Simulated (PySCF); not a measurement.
**Indirect couplings**

Geometry (Å), atoms numbered from 1 in this order:
```xyz
17

C     2.7804    0.0287    0.1176
C     1.3864    0.0560    0.6916
O     1.1194   -0.0324    1.8612
O     0.4807    0.1987   -0.2773
C    -0.9051    0.2307    0.1065
C    -1.6531    0.9910   -0.9788
C    -1.4232   -1.1940    0.2748
H     2.8675   -0.8029   -0.5773
H     3.5029   -0.0791    0.9207
H     2.9644    0.9490   -0.4310
H    -0.9738    0.7600    1.0660
H    -2.7059    1.0600   -0.7204
H    -1.5525    0.4729   -1.9289
H    -1.2473    1.9935   -1.0853
H    -2.4760   -1.1744    0.5413
H    -0.8718   -1.6997    1.0639
H    -1.2998   -1.7460   -0.6545
```

Indirect spin–spin couplings were computed at B3LYP/pcJ-1 (without the spin–dipole term) (PySCF 2.14.0 with density-fitted response routines) on a GFN2-xTB structure, for the isolated molecule, without vibrational or relativistic corrections. Couplings are averaged over pairs made equivalent by symmetry, fast rotation or ring inversion, so a value needn't be that of the named pair in this geometry, while other rotamers aren't included; one pair stands for each set, and the list holds a selection of those of at least 0.8 Hz over up to four bonds, among pairs with at least one C or H atom (others weren't computed).

Isotopes: ¹³C, ¹H, ¹⁷O. Couplings to quadrupolar nuclei such as 17O and 33S are rarely resolved in practice.

| pair | bonds | J (Hz) |
| --- | --- | --- |
| C1, C2 | 1 | 62.3 |
| C1, H8 | 1 | ? |
| C2, O3 | 1 | 30.0 |
| C2, O4 | 1 | ? |
| O4, C5 | 1 | 21.7 |
| C5, C6 | 1 | 38.9 |
| C5, H11 | 1 | 153.3 |
| C6, H12 | 1 | 133.4 |
| C1, O3 | 2 | -2.8 |
| C1, O4 | 2 | -20.7 |
| C2, C5 | 2 | ? |
| C2, H8 | 2 | -6.4 |
| O4, C6 | 2 | -5.7 |
| O4, H11 | 2 | -1.8 |
| C5, H12 | 2 | ? |
| C6, C7 | 2 | 1.3 |
| H8, H9 | 2 | ? |
| H12, H13 | 2 | -13.5 |
| C1, C5 | 3 | ? |
| C2, C6 | 3 | 1.8 |
| C2, H11 | 3 | 3.3 |
| O3, C5 | 3 | ? |
| O4, H8 | 3 | ? |
| O4, H12 | 3 | -4.0 |
| C6, H15 | 3 | 5.0 |
| H11, H12 | 3 | 6.6 |

Estimate the withheld couplings, with signs.

## Answers


- ¹J(C1,H8) = 135.5 Hz (mean over equivalent pairs that range from 132.9 to 140.6 Hz in this conformer)
- ¹J(C2,O4) = 36.4 Hz (bond length 1.334 Å)
- ²J(C2,C5) = -2.4 Hz (angle at O4 118°)
- ²J(C5,H12) = -3.6 Hz (mean over equivalent pairs that range from -6.7 to 1.6 Hz in this conformer)
- ²J(H8,H9) = -14.9 Hz (mean over equivalent pairs that range from -18.7 to -12.9 Hz in this conformer)
- ³J(C1,C5) = 1.3 Hz (dihedral angle 179°)
- ³J(O3,C5) = -1.8 Hz (dihedral angle 1°)
- ³J(O4,H8) = -3.0 Hz (mean over equivalent pairs that range from -9.4 to 0.2 Hz in this conformer)
